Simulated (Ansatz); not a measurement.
**From F to Br: the HOMO–LUMO gap**

One atom is swapped for its congeners: CBrCl2F (bromodichlorofluoromethane) `FC(Cl)(Cl)Br`; CBrCl3 (bromotrichloromethane) `ClC(Cl)(Cl)Br`; CBr2Cl2 (dibromodichloromethane) `ClC(Cl)(Br)Br`. All are singlets with charge 0.

Shapes, held fixed at every level: PBE0-D4/def2-TZVP. Programs: Ansatz 0.2.0. Values in eV.

```
              level  CBrCl2F  CBrCl3  CBr2Cl2
   SPW92/def2-TZVPP     4.60    4.33     3.91
  PBE-D4/def2-TZVPP     4.65    4.36     3.93
B3LYP-D4/def2-TZVPP     6.47    6.20     5.71
BHLYP-D4/def2-TZVPP     9.32    9.04     8.46
 PBE0-D4/def2-TZVPP     7.02    6.73     6.22
 wB97M-V/def2-TZVPP    11.45   11.17    10.61
 wB97X-V/def2-TZVPP    11.72   11.44    10.87
```

At wB97X-V/def2-TZVPP the HOMO–LUMO gap falls at every step, from 11.72 to 10.87 eV. Every level shows the same order. Relativity is left out for Br unless named. Orbital gaps aren't excitation energies, and the LUMO depends on the basis.
